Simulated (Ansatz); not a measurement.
Input file for CH₅AlOSi:

```yaml
crystal:
  periodic: [false, false, false]
  atoms:
    - {symbol: O, position_ang: [-0.122515, 0.339438, -1.396983]}
    - {symbol: C, position_ang: [-0.383338, 0.664905, 0.094657]}
    - {symbol: Al, position_ang: [1.347482, -0.195542, -0.219100]}
    - {symbol: Si, position_ang: [-0.507159, -1.035816, 0.907460]}
    - {symbol: H, position_ang: [0.061043, 1.177178, -1.839164]}
    - {symbol: H, position_ang: [-1.018341, 1.540831, 0.171568]}
    - {symbol: H, position_ang: [2.788329, 0.217447, -0.714521]}
    - {symbol: H, position_ang: [-1.623485, -1.984861, 0.608834]}
    - {symbol: H, position_ang: [-0.453516, -0.769880, 2.370149]}
basis:
  gaussian: {orbitals: def2-TZVPP}
correlation: {method: ccsd_t}
output: {orbitals: {seedname: orbitals}}
```

```sh
$ ansatz run in.yaml --threads 2 --pin off --events-out ev --progress --plain --max-ram 4352MiB
```

Output of Ansatz, abridged:

```
Functional definition: HF
1276 factors; integrals over basis functions are off by at most 1.1e-3 eV
mean field evaluation 1: about -17587.7122 eV, gradient 3.4e1 eV
mean field evaluation 2: about -17588.0181 eV, gradient 3.4e1 eV
mean field evaluation 4: about -17591.2805 eV, gradient 4.1e0 eV
mean field evaluation 8: about -17591.3609 eV, gradient 3.8e-1 eV
mean field evaluation 16: about -17591.3618 eV, gradient 2.8e-6 eV
mean field -17591.36179365 eV, -646.4706220635 hartree, gradient 2.8e-6 eV, S^2 0.000000; 0 other end points of the search recorded, 0 dependent functions left out
12 core orbitals not correlated: weight in the atoms' cores, before any rotation towards them, 1.000 or more for the frozen orbitals, at most 0.000 for the correlated occupied ones
reference -17591.36179365 eV, -646.4706220635 hartree; 11, 11 occupied and 193, 193 virtual orbitals, 1276 factors
second order -16.63034969 eV of doubles, -0.00000000 eV of singles
cycle   1  -17.05725992 eV  change   -4.3e-1 eV  update   1.0e-1
cycle   2  -17.56643254 eV  change   -5.1e-1 eV  update   3.3e-2
cycle   3  -17.67274026 eV  change   -1.1e-1 eV  update   1.7e-2
cycle   4  -17.66083245 eV  change    1.2e-2 eV  update   5.1e-3
cycle   5  -17.66077890 eV  change    5.4e-5 eV  update   2.9e-3
cycle   6  -17.66140968 eV  change   -6.3e-4 eV  update   1.1e-3
cycle   7  -17.66083876 eV  change    5.7e-4 eV  update   5.6e-4
cycle   8  -17.66090477 eV  change   -6.6e-5 eV  update   2.1e-4
cycle   9  -17.66101031 eV  change   -1.1e-4 eV  update   7.9e-5
cycle  10  -17.66096896 eV  change    4.1e-5 eV  update   3.3e-5
cycle  11  -17.66098386 eV  change   -1.5e-5 eV  update   1.4e-5
cycle  12  -17.66098985 eV  change   -6.0e-6 eV  update   5.4e-6
perturbative correction -0.75388303 eV, -0.0277046902 hartree
Total energy: -17609.77666653 eV, -647.1473561598 hartree
```

Hardware: 2 threads of an Intel Xeon Platinum 8375C on a shared host. Wall time 53 s, peak host memory 3 GiB.

MP2 recovers 90.3 % of the CCSD(T) correlation energy and the triples give 4.1 %; T1 = 0.0151.
